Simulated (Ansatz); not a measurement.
Total energies of C2H10GeN2, SMILES `C[NH][GeH2][NH]C`.

| atom | x (Å) | y (Å) | z (Å) |
| --- | --- | --- | --- |
| C1 | 0.3122 | -0.7309 | -2.0065 |
| N2 | 0.1827 | 0.6150 | -1.4871 |
| Ge3 | -0.9259 | 0.9493 | -0.0737 |
| N4 | -0.6441 | -0.2845 | 1.2599 |
| C5 | 0.6004 | -0.2608 | 1.9979 |
| H6 | -0.6811 | -1.1609 | -2.1613 |
| H7 | 0.8095 | -0.7161 | -2.9810 |
| H8 | 0.8619 | -1.4201 | -1.3515 |
| H9 | 1.0600 | 1.1112 | -1.4567 |
| H10 | -2.3921 | 0.7520 | -0.4943 |
| H11 | -0.6106 | 2.4051 | 0.3429 |
| H12 | -1.4445 | -0.4537 | 1.8511 |
| H13 | 0.6903 | 0.5654 | 2.7189 |
| H14 | 0.7450 | -1.1982 | 2.5439 |
| H15 | 1.4362 | -0.1727 | 1.2975 |

Charge 0, multiplicity 1. Correlated methods include outer-core shells of Ge, which these sets cover unevenly. Scalar relativity is left out up to krypton. The geometry is a stationary point of PBE0-D4/def2-TZVP. It is one conformer, not always the lowest. Basis def2-TZVPP, Ansatz.

RPA on PBE orbitals: Hartree–Fock energy of these orbitals -2265.83115 Eh, correlation -1.70434 Eh (frozen core).

```csv
functional,energy without D4 (Eh),D4 term (kJ/mol)
LDA (SPW92),-2263.96950,–
PBE,-2268.24258,-29.5
revPBE,-2268.58864,-91.4
BLYP,-2268.77379,-64.2
r2SCAN,-2268.69045,-7.7
B97M-V,-2268.40981,–
PBE0,-2268.32292,-25.1
B3LYP,-2268.87082,-47.0
r2SCANh,-2268.67442,-8.2
r2SCAN0,-2268.65200,-9.0
HSE06 (plane-wave form),-2268.31230,-23.3
BHLYP,-2268.67553,-35.0
CAM-B3LYP,-2268.84009,-25.4
LC-ωPBE,-2268.43392,–
ωB97X-V,-2268.57008,–
ωB97M-V,-2268.59788,–
B2PLYP,-2268.27915,–
PBE-QIDH,-2267.97509,–
```

B3LYP takes the VWN-RPA correlation (the form of Gaussian; ORCA's B3LYP/G). HSE06 is the plane-wave form, built on full-range PBE exchange. The double hybrids freeze the cores in their second-order part.

LC-ωPBE has ω = 0.4 bohr⁻¹.
